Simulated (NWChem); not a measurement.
C₃H₆OSi; SMILES O1[C@@H](C=C1)[SiH3]

```xyz
11

Si    -0.0071    -1.6181     0.1560
C      0.0731     0.1029    -0.6447
C      1.0411     1.0884    -0.0483
C     -0.0417     1.7383     0.4113
O     -1.0138     0.9243    -0.1064
H      1.2023    -2.4004    -0.2455
H     -0.0350    -1.4493     1.6367
H     -1.2264    -2.3463    -0.3056
H      0.0145     0.0740    -1.7463
H      2.1209     1.1934     0.0000
H     -0.3010     2.6094     1.0174
```
Atoms are numbered in this order, from 1.

Program: NWChem. Pople sets run with spherical d functions. All runs use the structure optimised with PBE0/def2-SVP. Ions are spin-unrestricted doublets at the neutral geometry; other ion states weren't tried.

```
level                vertical ionisation energy, ΔSCF (eV)  −ε(HOMO) (eV)  ΔSCF minus −ε(HOMO) (eV)
-------------------  -------------------------------------  -------------  ------------------------
B3LYP/6-31G*                                          8.73           6.16                      2.57
PBE/6-31G*                                      (withheld)     (withheld)                (withheld)
Hartree-Fock/6-31G*                                   7.78           9.21                     -1.43
M06-2X/6-31G*                                         8.90           7.72                      1.18
LRC-wPBEh/6-31G*                                      8.80           8.33                      0.47
```

Fill in the missing entries.


- PBE/6-31G*, vertical ionisation energy, ΔSCF (eV): 8.65
- PBE/6-31G*, −ε(HOMO) (eV): 5.16
- PBE/6-31G*, ΔSCF minus −ε(HOMO) (eV): 3.49
